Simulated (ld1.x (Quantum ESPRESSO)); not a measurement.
Scattering properties, ultrasoft potential for Si

```
Element                 : silicon (Si)
Generator               : ld1.x (Quantum ESPRESSO) 7.5
Type                    : ultrasoft
Functional              : PBEsol
Relativity              : scalar-relativistic
Frozen core             : [Ne]
Valence charge          : 4
Reference configuration : 3s2 3p1.75 (charge +0.25)
Partial waves           : 3s (bound): rcut 1.20, rcutus 1.50 bohr; 3s channel at -0.15 Ry: rcut 1.20, rcutus 1.50 bohr; 3p (bound): rcut 1.65, rcutus 2.20 bohr; 3p channel at 0.1 Ry: rcut 1.65, rcutus 2.20 bohr; 3d channel at 0.4 Ry: rcut 2.00, rcutus 2.20 bohr; 3d channel at 2.25 Ry: rcut 2.00, rcutus 2.20 bohr
Local potential         : all-electron potential smoothed inside 1.55 bohr (lloc = -2)
Core correction         : none
Augmentation charge     : PSQ, radius 1.05 bohr
```

The phase is arctan(r·u′/u) with u = r·R(r), unwrapped; energies in Ry, scanned from -3 to 5 Ry. A pole is an energy at which the radial function vanishes at the test radius. The pseudo phase is shifted by a multiple of π to meet the all-electron one at the reference energy, and phase errors are pseudo minus all-electron; the curves can meet again beyond the range given. Levels narrower than the energy grid can be missing from the lists of poles.

```tsv
channel	radius (bohr)	reference energy (Ry)	poles, all-electron	poles, pseudo	unbroken range about the reference energy with phases within 0.05 rad	phase error 1 Ry above the reference energy (rad)
s	2.41	-0.93	0.39	0.39, 3.29	below 2.7	-0.000
p	2.41	-0.43	1.29	1.29	below 4.0	-0.000
d	2.41	0.40	2.25	2.25	below 4.4	+0.000
```

Phases in the s channel:

| E (Ry) | all-electron | pseudo |
| --- | --- | --- |
| -3.00 | 1.236 | 1.236 |
| -2.52 | 1.164 | 1.164 |
| -2.04 | 1.026 | 1.026 |
| -1.56 | 0.657 | 0.657 |
| -1.08 | -0.469 | -0.469 |
| -0.60 | -1.222 | -1.222 |
| -0.12 | -1.455 | -1.455 |
| 0.36 | -1.565 | -1.566 |
| 0.84 | -1.637 | -1.638 |
| 1.32 | -1.697 | -1.698 |
| 1.80 | -1.756 | -1.760 |
| 2.28 | -1.829 | -1.841 |
| 2.76 | -1.934 | -2.010 |
| 3.24 | -2.124 | -4.554 |
| 3.72 | -2.566 | -5.183 |
| 4.20 | -3.477 | -5.757 |
| 4.68 | -4.103 | -6.755 |
